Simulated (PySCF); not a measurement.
# Bonding in `CC[N+]1(C)CCCCC1`

Species: C8H18N (charge +1).
SMILES with atom numbers: `[CH3:1][CH2:2][N+:3]1([CH3:4])[CH2:5][CH2:6][CH2:7][CH2:8][CH2:9]1` (hydrogens: H10, H11, H12 on C1; H13, H14 on C2; H15, H16, H17 on C4; H18, H19 on C5; H20, H21 on C6; H22, H23 on C7; H24, H25 on C8; H26, H27 on C9)

Cartesian coordinates in Å at the GFN2-xTB level; atoms count from 1:
```xyz
27
C8H18N angstrom
C     -2.863    0.039    0.567
C     -1.819    0.278   -0.512
N     -0.424   -0.159   -0.185
C     -0.411   -1.607    0.087
C      0.083    0.605    0.990
C      1.565    0.381    1.269
C      2.401    0.737    0.045
C      1.916   -0.075   -1.150
C      0.425    0.149   -1.375
H     -3.813    0.412    0.191
H     -2.997   -1.014    0.793
H     -2.645    0.580    1.483
H     -2.118   -0.250   -1.420
H     -1.783    1.345   -0.739
H     -0.885   -2.142   -0.734
H      0.608   -1.966    0.193
H     -0.947   -1.821    1.008
H     -0.502    0.322    1.864
H     -0.084    1.665    0.786
H      1.843    1.018    2.110
H      1.755   -0.649    1.571
H      2.307    1.803   -0.169
H      3.453    0.529    0.236
H      2.436    0.240   -2.055
H      2.141   -1.132   -1.006
H      0.074   -0.461   -2.210
H      0.266    1.200   -1.626
```

Bond orders from the PBE0/pcSseg-1 density (PySCF). Isolated species at its GFN2-xTB geometry (one conformer only).

Question: Where do the orders between heavy atoms depart from those drawn in the SMILES?

Answer: The largest departure is 0.172, at N3–C5 (drawn single, 0.828). Drawn single, order below 0.88: C2–N3 (0.843), N3–C4 (0.864), N3–C5 (0.828) and C9–N3 (0.835). The SMILES, with its formal charges, is one Lewis structure only.

Question: Give the Mayer order of every bond between heavy atoms, beside its length.

Answer: 
| bond | drawn as | length (Å) | Mayer order |
| --- | --- | --- | --- |
| C1–C2 | single | 1.520 | 1.072 |
| C2–N3 | single | 1.498 | 0.843 |
| N3–C4 | single | 1.473 | 0.864 |
| N3–C5 | single | 1.490 | 0.828 |
| C5–C6 | single | 1.525 | 1.049 |
| C6–C7 | single | 1.524 | 1.035 |
| C7–C8 | single | 1.524 | 1.032 |
| C8–C9 | single | 1.525 | 1.046 |
| C9–N3 | single | 1.494 | 0.835 |

Bonds between the same two heavy elements. C–C: lowest C7–C8 and C6–C7 (1.032, 1.524 Å), highest C1–C2 (1.072, 1.520 Å). C–N: lowest N3–C5 (0.828, 1.490 Å), highest N3–C4 (0.864, 1.473 Å). Bonds named together lie within 0.004.

Question: And the bonds to hydrogen?

Answer: C–H: 0.93 to 0.95 (18 bonds).

Question: Sum the orders of all bonds at each heavy atom with more than one neighbour and set the sums beside the valence in the SMILES.

Answer: C1 3.912 (drawn 4), C2 3.786 (drawn 4), N3 3.370 (drawn 4), C4 3.701 (drawn 4), C5 3.741 (drawn 4), C6 3.953 (drawn 4), C7 3.952 (drawn 4), C8 3.943 (drawn 4), C9 3.750 (drawn 4). Orders between atoms that aren't bonded are not in these sums.

For a closed shell the Mayer order of atoms A and B is Σ (PS)μν (PS)νμ over the basis functions μ on A and ν on B, with P the density and S the overlap matrix.
